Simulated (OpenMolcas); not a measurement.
# Computed transition rates of Pt2+

```json
{
  "Program": "OpenMolcas",
  "Method": "MS-CASPT2, IPEA 0.25 Eh, imaginary shift 0.1 Eh (closed shells correlated: 5s 5p)",
  "Basis": "ANO-RCC-VTZP [8s7p5d3f1g]",
  "Scalar Hamiltonian": "DKH2, point nucleus",
  "Active space": "8 electrons in 6 orbitals (5d 6s)",
  "State averaging": "2S+1 = 5 even, 15 roots; 2S+1 = 3 even, 71 roots (60 in the spin-orbit step); 2S+1 = 1 even, 55 roots",
  "Spin-orbit coupling": "state interaction with AMFI integrals over the reference wave functions, term energies averaged over their components"
}
```

Rates come from the transition moments of the reference wave functions (E1 and E2 in the length form). At fixed line strength A goes as λ^-3 for E1 and M1 and as λ^-5 for E2, so a rate at the computed wavelength can be rescaled to the measured one. Measured vacuum wavelengths follow from level energies in NIST levels as listed in McCann et al., Mon. Not. R. Astron. Soc. 538, 537 (2025). Branching counts decays inside the model space alone, at computed energies, and the table is only a selection of the E2 and M1 lines, drawn from those between levels with measured partners whose computed energy lies within a factor of 1.5 of the measured one.

```csv
Upper,Lower,Type,λ computed (nm),λ measured (nm),A computed (s-1),A rescaled (s-1),Branching %
5d⁸ ³F₃,5d⁸ ³F₄,M1,955.5,1025,2.86e+01,2.32e+01,97.9
5d⁷ 6s ⁵F₅,5d⁸ ³F₄,E2,493.1,457.9,9.25e-02,,98.6
5d⁸ ¹G₄,5d⁸ ³F₄,M1,456.6,468.8,1.49e+01,,91.2
```

Spin-changing lines and M1 lines between different terms are not rescaled, since their strength hangs on the term gaps too.

The largest correction is for 5d⁸ ³F₃ → 5d⁸ ³F₄ (M1): 2.86e+01 × (955.5 / 1025)^3 = 2.32e+01 s-1, a factor of 0.81.

The computed order of these levels differs from the measured one in 1 place, and where term gaps are wrong the rates of spin-changing lines can be off by large factors.

These are rates of the free ion; in crystals, glasses and complexes forced electric-dipole and non-radiative decay shorten such lifetimes by orders of magnitude. No measured rate stands beside these. Rescaling mends the energy factor alone: line strengths can still be far off where a level mixes with configurations outside the active space, and weak or spin-changing lines hang on small mixing coefficients that depend on the term gaps too, so rescaling need not improve them.

Term energies are means over components that CASPT2 splits; among the terms shown or strongly mixed into the levels shown the widest spread is 1100 cm-1 (5d⁸ ³F). Some high roots are left out of the spin-orbit mixing, which shifts the levels that they would mix with. A single d shell beside an s shell can misplace configurations of different d count against each other. Measured partners are found by configuration, term and J. A level has none where our copy of the source lacks it or the pairing is in doubt (some pairs that miss far off the trend of their configuration count as doubtful). Only configurations of the active space appear.
